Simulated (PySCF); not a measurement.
PtO₂, SMILES [O]=[Pt]=[O] (connectivity only; charge and spin as stated), neutral, multiplicity 3.

Coordinates come from a B3LYP-D3(BJ)/def2-TZVP optimisation. The spin state was assumed, not searched. The def2 effective core potentials stand for the cores of Pt; spin–orbit coupling is left out.

Computed with r2SCAN/def2-TZVPD run with PySCF.

Gas-phase values at a fixed geometry.

| Item | Result |
|---|---|
| total energy | -269.72879 hartree |
| point group | C2v |
| α spin, highest occupied and lowest empty level | -6.61 and -5.57 eV |
| β spin, highest occupied and lowest empty level | -7.44 and -6.67 eV |
| dipole moment | 1.78 D |
| quadrupole, principal values (traceless, Buckingham form, about the centre of nuclear charge) | -5.72, 1.77, 3.96 D·Å |
| mean static polarisability | 48.6 bohr³ (7.20 Å³) |
| polarisability, principal values | 31.9, 47.5, 66.3 bohr³ |
| ⟨S²⟩ | 2.022 (pure state 2.00) |
